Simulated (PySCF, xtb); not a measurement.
Cu2, SMILES [Cu][Cu], multiplicity 1.

xtb with GFN2-xTB at its own geometry gives an orbital gap of 5.67 eV and a dipole moment of 0.00 D.

Geometry optimised at r2SCAN-D4/def2-TZVP. The spin state was assumed, not searched.

**Question.** What does ωB97X/def2-TZVPD run with PySCF give? (The exact figures need the calculation; the answer reports its results.)

**Answer.** gap 7.22 eV (levels -7.72 and -0.50 eV), dipole 0.00 D.
